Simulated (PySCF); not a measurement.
**Simulated absorption spectrum**

Species: C4H5BCl2.
InChI=1S/C4H5BCl2/c6-5(7)4-1-3(4)2-4/h3H,1-2H2/t3-,4-

Method: TDDFT B3LYP/def2-SVPD, vertical, gas phase, core orbitals frozen in the response (PySCF 2.14.0, density-fitted response routines). One conformer (not necessarily the lowest) at the PBE0-D3(BJ)/def2-SVP geometry, without solvent, vibrations or thermal averaging. Torsions of this conformer, `[Cl:1][B:2]([Cl:3])[C@:4]12[CH2:5][C@H:6]1[CH2:7]2`: Cl1–B2–C4–C5 164°.

Computed states:

```
state  E (eV)       f
   S1    5.58   0.314
   S2    5.89  0.0004
   S3    6.09  0.0035
   S4    6.73  0.0027
   S5    6.79  0.0005
   S6    6.91   0.104
   S7    7.39  0.0018
   S8    7.50   0.045
   S9    7.56  0.0014
  S10    7.58  0.0016
```

Each state is given a Gaussian of 0.4 eV full width at half maximum, with ε(max) = 2.175×10⁸ f / Δν̃ (Δν̃ the width in cm⁻¹). The width is an assumption, not a result. The curve ends short of the highest state used, and states not computed would add to its high-energy end.

(1) Give the broadened spectrum and its maxima.

(2) On this curve, what absorbance would a 10⁻³ mol/L sample give at 193 nm over a 1 cm path?

(3) Coming from long wavelengths, where does ε first pass 100 L mol⁻¹ cm⁻¹?

Results:

(1) 
```tsv
E (eV)	ε (L mol⁻¹ cm⁻¹)
4.98	40
5.07	229
5.15	845
5.24	2818
5.33	7097
5.42	13499
5.50	18887
5.59	21145
5.68	17892
5.76	12215
5.85	6165
5.94	2463
6.02	993
6.11	413
6.20	224
6.28	143
6.37	126
6.46	292
6.55	879
6.63	2007
6.72	4003
6.81	6121
6.89	7111
6.98	6514
```

Maxima: 222 nm (5.58 eV), ε about 21000, made up of S1 (100%); 180 nm (6.91 eV), ε about 7100, made up of S6 (98%) (ε in L mol⁻¹ cm⁻¹; maxima over ε = 5, shares over 10%).

(2) 193 nm is 6.424 eV, where ε is about 190 L mol⁻¹ cm⁻¹, so A = ε c l ≈ 0.19 (Beer–Lambert, with the gas-phase spectrum and the assumed width).

(3) At about 247 nm (5.03 eV), 0.55 eV below S1.

The vertical ionisation energy (ΔSCF) is 9.60 eV, 2.02 eV above S10.
